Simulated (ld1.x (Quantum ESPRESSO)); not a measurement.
Varying the PAW potential for Mg (Z = 12)

Base potential:

```
Element                 : magnesium (Mg)
Generator               : ld1.x (Quantum ESPRESSO) 7.5
Type                    : PAW
Functional              : Wu–Cohen
Relativity              : non-relativistic
Frozen core             : [He]
Valence charge          : 10
Reference configuration : 2s2 2p6 3s2 3p0
Partial waves           : 2s (bound): rcut 1.15, rcutus 1.30 bohr; 3s (bound): rcut 1.15, rcutus 1.30 bohr; 2p (bound): rcut 1.05, rcutus 1.10 bohr; 3p (bound, empty): rcut 1.05, rcutus 1.10 bohr; 3d channel at 0.4 Ry: rcut 1.15, rcutus 1.45 bohr; 3d channel at 2.15 Ry: rcut 1.15, rcutus 1.45 bohr
Local potential         : all-electron potential smoothed inside 1.35 bohr (lloc = -2)
Core correction         : a·sin(br)/r model core, default radius (ld1.x builds one for every PAW set, though the input has nlcc=.false.)
Augmentation charge     : PSQ, inside the norm-conserving radii
```

All-electron outer shells of the reference configuration (Wu–Cohen, non-relativistic, ld1.x):

| shell | level (eV) | outermost node (bohr) | outermost maximum (bohr) |
| --- | --- | --- | --- |
| 1s | -1256.08 | – | 0.09 |
| 2s | -79.39 | 0.18 | 0.55 |
| 2p | -46.70 | – | 0.48 |
| 3s | -4.67 | 0.90 | 2.56 |
| 3p | -1.31 | 0.96 | 3.46 |

Cutoffs, loose and tight: the cutoffs (Ry, on a coarse ladder) from which the occupation-weighted sum of valence levels, in a spherical-Bessel basis at the reference potential, stays within 10 and 1 mRy of its value at 400 Ry. They do not see the model core or the augmentation charge, which bear on the density cutoff. Test errors are all-electron minus pseudo excitation energies from the reference, over the configurations 2s2 2p6 3s1 3p0; 2s2 2p6 3s0 3p0; 2s2 2p6 3s1.5 3p0; 2s2 2p6 3s0 3p1; 2s2 2p5 3s2 3p0; 2s2 2p6 3s0 3p2; 2s1 2p6 3s2 3p0. A dash means not determined; rows that change the core or the reference have their own tests. The largest error is taken over the tests solved by every variant that gives reliable tests at all: 2s1 2p6 3s2 3p0; 2s2 2p5 3s2 3p0; 2s2 2p6 3s0 3p1; 2s2 2p6 3s0 3p2; 2s2 2p6 3s1 3p0; 2s2 2p6 3s1.5 3p0.

Cutoffs are not given where the Bessel-basis levels miss the radial ones by over 6 mRy, ghosts where they miss by over 20 mRy; a channel whose overlap is not positive is not tested.

A file whose overlap is not positive is unfit for use, and its test errors describe a broken file.

| change | outcome | cutoff, loose | cutoff, tight | bound ghosts | largest test error (meV) |
| --- | --- | --- | --- | --- | --- |
| base | generated | 70 Ry | 120 Ry | none | -5.6 |
| augmentation BESSEL, radius 1.05 bohr | generated | 70 Ry | 120 Ry | none | -22 |
| wave 3d channel at 2.15 Ry: rcut 1.15, rcutus 1.45 bohr becomes 3d channel at 0.15 Ry: rcut 1.15, rcutus 1.45 bohr | generated | 70 Ry | 120 Ry | none | -5.6 |
| local potential all-electron potential smoothed inside 0.94 bohr (lloc = -2) | generated | 70 Ry | 120 Ry | none | +9.3 |
| reference 2s2 2p6 3s1.5 3p0.5; removed wave 3d channel at 2.15 Ry: rcut 1.15, rcutus 1.45 bohr | generated | 70 Ry | 120 Ry | none | +2.9 over the solved tests; 1 of 7 tests not solved or not reliable |
| waves 2p (bound): rcut 1.05, rcutus 1.42 bohr; 3p (bound): rcut 1.05, rcutus 1.42 bohr | generated | 50 Ry | 80 Ry | none | test run stopped at test 1 of 7 (negative rho) |
| waves 3d channel at 0.4 Ry: rcut 1.15, rcutus 1.96 bohr; 3d channel at 2.15 Ry: rcut 1.15, rcutus 1.96 bohr | generated | 70 Ry | 120 Ry | none | -5.6 |
| type ultrasoft; waves now 2s (bound): rcut 1.15, rcutus 1.30 bohr; 3s (bound): rcut 1.15, rcutus 1.30 bohr; 2p (bound): rcut 1.05, rcutus 1.10 bohr; 3p (bound): rcut 1.05, rcutus 1.10 bohr; 3d channel at 0.4 Ry: rcut 1.15, rcutus 1.45 bohr; local potential all-electron potential smoothed inside 0.90 bohr (lloc = -2); core correction none | generated | 70 Ry | 120 Ry | none | -185 |
| local potential all-electron potential smoothed inside 0.90 bohr (lloc = -1) | generated, overlap not positive | – | – | not determined (overlap not positive) | +28 |
